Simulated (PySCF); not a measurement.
[TlF2]− at several levels of theory

Computed with PySCF 2.14.0 (density fitting, no spin-orbit coupling) at the geometry relaxed with PBE0:

```xyz
3
[TlF2]− (singlet)
Tl    0.6325    0.4983    0.0000
F    -0.4944   -0.3895    1.6268
F    -0.4944   -0.3895   -1.6268
```

```json
{"level": "PBE0", "basis": "Tl def2-SVP with ECP60, F def2-SVP", "state": "singlet", "HOMO (eV)": "-1.14", "gap (eV)": "5.12", "charge on Tl1 (e)": "0.15", "dipole about the centre of mass (D)": "4.45", "largest force component (eV/Å)": "0.03"}
{"level": "TPSSh", "basis": "the same", "state": "singlet", "HOMO (eV)": "-0.42", "gap (eV)": "4.18", "charge on Tl1 (e)": "0.10", "dipole about the centre of mass (D)": "4.22", "largest force component (eV/Å)": "0.11"}
{"level": "TPSS", "basis": "the same", "state": "singlet", "HOMO (eV)": "0.10", "gap (eV)": "3.46", "charge on Tl1 (e)": "0.05", "dipole about the centre of mass (D)": "4.02", "largest force component (eV/Å)": "0.22"}
{"level": "r2SCAN", "basis": "the same", "state": "singlet", "HOMO (eV)": "-0.19", "gap (eV)": "3.80", "charge on Tl1 (e)": "0.12", "dipole about the centre of mass (D)": "4.24", "largest force component (eV/Å)": "0.08"}
{"level": "M06-L", "basis": "the same", "state": "singlet", "HOMO (eV)": "-0.03", "gap (eV)": "3.82", "charge on Tl1 (e)": "0.18", "dipole about the centre of mass (D)": "4.35", "largest force component (eV/Å)": "0.33"}
{"level": "PBE0", "basis": "Tl def2-TZVP with ECP60, F def2-TZVP", "state": "singlet", "HOMO (eV)": "-1.66", "gap (eV)": "5.16", "charge on Tl1 (e)": "0.31", "dipole about the centre of mass (D)": "5.19", "largest force component (eV/Å)": "0.26"}
```

Charges are Mulliken's, which hang on the basis. The relaxation used the grid (50, 194), these runs (75, 302) or, all-electron (x2c bases, spin-free X2C Hamiltonian), (99, 590).

**Question.** What does PBE0 with Tl x2c-SVPall, F x2c-SVPall give here?

**Answer.** state singlet, HOMO (eV) -1.16, gap (eV) 5.23, charge on Tl1 (e) 0.18, dipole about the centre of mass (D) 4.37, largest force component (eV/Å) 0.23. Time: 9 s on 2 threads of Arm Neoverse V1, with other jobs on the host, from free ions and atoms.

In the first row's basis the gap widens with exact exchange: 3.5 to 3.8 eV for TPSS, r2SCAN, M06-L (none); 4.2 to 5.1 eV for TPSSh, PBE0 (a fixed share).

The highest filled level of some runs lies above zero, as often for anions with such functionals and bases.
